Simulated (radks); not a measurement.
Ce III, 56 electrons, occupied as [Kr] 4d10 4f2 5s2 5p5 6s1 (not the ground configuration).

Method: scalar-relativistic Kohn-Sham, LDA (Slater exchange, Perdew-Wang correlation), spin-polarised, spherical densities, finite nucleus; open shells are filled with parallel spins first (spin-orbit coupling, left out, can overturn this in heavy ions); Fermi nuclear charge, rms radius 4.8771 fm; computed with a radial shooting solver on a logarithmic mesh with Libxc functionals.

Energy parts (hartree):
| part | energy |
|---|---|
| total | -8852.1542 |
| kinetic | 9379.2260 |
| electron-nucleus | -21425.3932 |
| Hartree | 3396.4381 |
| exchange-correlation | -202.4251 |

Orbitals (lengths in bohr, moments of r in powers of bohr; <r^-3> diverges for s and p1/2):
| orbital | occ. | eigenvalue (hartree) | <r^-3> | <r^2> | <r^4> |
|---|---|---|---|---|---|
| 1s up | 1 | -1478.689 | - | 0.0008221 | 1.780e-06 |
| 1s down | 1 | -1478.686 | - | 0.0008221 | 1.780e-06 |
| 2s up | 1 | -237.1471 | - | 0.01308 | 0.0002937 |
| 2s down | 1 | -237.1449 | - | 0.01308 | 0.0002937 |
| 2p up | 3 | -212.5626 | 7966 | 0.01042 | 0.0002147 |
| 2p down | 3 | -212.5600 | 7966 | 0.01042 | 0.0002147 |
| 3s up | 1 | -51.33529 | - | 0.08895 | 0.01197 |
| 3s down | 1 | -51.31508 | - | 0.08891 | 0.01196 |
| 3p up | 3 | -43.51288 | 1593 | 0.08891 | 0.01249 |
| 3p down | 3 | -43.49262 | 1594 | 0.08886 | 0.01248 |
| 3d up | 5 | -32.36610 | 218.7 | 0.07589 | 0.01036 |
| 3d down | 5 | -32.34966 | 218.8 | 0.07582 | 0.01034 |
| 4s up | 1 | -10.70817 | - | 0.4611 | 0.3100 |
| 4s down | 1 | -10.65384 | - | 0.4607 | 0.3094 |
| 4p up | 3 | -8.15918 | 343.0 | 0.5221 | 0.4091 |
| 4p down | 3 | -8.10384 | 343.3 | 0.5215 | 0.4079 |
| 4d up | 5 | -4.49134 | 38.31 | 0.6532 | 0.6985 |
| 4d down | 5 | -4.43381 | 38.38 | 0.6517 | 0.6953 |
| 4f up | 2 | -0.68135 | 3.942 | 1.735 | 8.123 |
| 4f down | 0 | -0.62012 | 3.943 | 1.766 | 8.621 |
| 5s up | 1 | -2.03301 | - | 2.595 | 9.842 |
| 5s down | 1 | -1.96856 | - | 2.613 | 9.997 |
| 5p up | 3 | -1.39600 | 50.90 | 3.464 | 18.10 |
| 5p down | 2 | -1.33635 | 50.06 | 3.502 | 18.53 |
| 6s up | 1 | -0.56841 | - | 14.29 | 287.3 |
| 6s down | 0 | -0.52740 | - | 14.90 | 316.0 |

The highest occupied level is 6s up at -15.467 eV. The configuration is held as typed, so some empty levels lie below it. Summed over all electrons, <r^2> = 52.50 bohr^2, which gives a Langevin (diamagnetic) susceptibility term of -41.6 x 10^-6 cm^3/mol. The electron density at the nucleus is 3.961e+05 e/bohr^3 (large components only). The spin density at the nucleus is 29.04 e/bohr^3 (1s -0.17, 2s -0.07, 3s -2.18, 4s -0.56, 5s 1.51, 6s 30.52).
